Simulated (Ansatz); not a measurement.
Conformers of CH₉NO₂Si₂, SMILES `C[SiH2]N[SiH](O)O`, each relaxed with PBE0-D4/def2-TZVP in Ansatz. CBS adds the triple-zeta coupled-cluster correction to the MP2 limit.

Not all of them had a frequency check.

Conformer A:

Z-matrix (Å, degrees):
```
C
Si 1 1.864
H 1 1.093 2 110.5
H 1 1.093 2 111.0 3 -119.3
H 1 1.092 2 111.1 3 120.1
N 2 1.730 1 109.6 3 -179.4
H 2 1.493 1 110.4 3 -60.1
H 2 1.491 1 109.3 3 56.6
Si 6 1.718 2 129.1 1 163.6
H 6 1.011 2 115.1 1 -22.0
O 9 1.641 6 106.9 2 -12.2
O 9 1.633 6 115.0 2 107.3
H 9 1.478 6 110.1 2 -136.2
H 11 0.959 9 117.8 6 -40.1
H 12 0.959 9 117.5 6 -65.7
```

Conformer B:

```xyz
15

C     2.102   -1.128   -1.118
Si    1.154   -0.764    0.447
N     0.074    0.576    0.254
Si   -1.610    0.663    0.512
O    -2.455    1.233   -0.782
O    -1.930    1.748    1.695
H     2.696   -0.264   -1.428
H     2.789   -1.965   -0.964
H     1.426   -1.386   -1.937
H     0.319   -1.930    0.833
H     2.137   -0.494    1.536
H     0.518    1.468    0.072
H    -2.054   -0.707    0.858
H    -2.404    0.731   -1.596
H    -2.761    2.219    1.619
```

Which is lowest in electronic energy at CCSD(T)/CBS (frozen core, def2 sets), and by how much? (An estimate is asked.)

The calculation gave: B; A lies 1.3 kJ/mol higher. Gaps under about 2 kJ/mol don't settle the order.

Give the energies relative to B (kJ/mol) with r2SCAN-D4/def2-TZVPP, ωB97X-V/def2-TZVPP, PBE/def2-TZVPP, CCSD/def2-TZVPP, MP2/def2-QZVPP, HF/CBS(def2), MP2/CBS(def2). (Best estimate.)

The calculation gave: 
```csv
level,A
r2SCAN-D4/def2-TZVPP,0.1
ωB97X-V/def2-TZVPP,0.9
PBE/def2-TZVPP,1.4
CCSD/def2-TZVPP,1.5
MP2/def2-QZVPP,1.2
HF/CBS(def2),3.1
MP2/CBS(def2),1.3
```
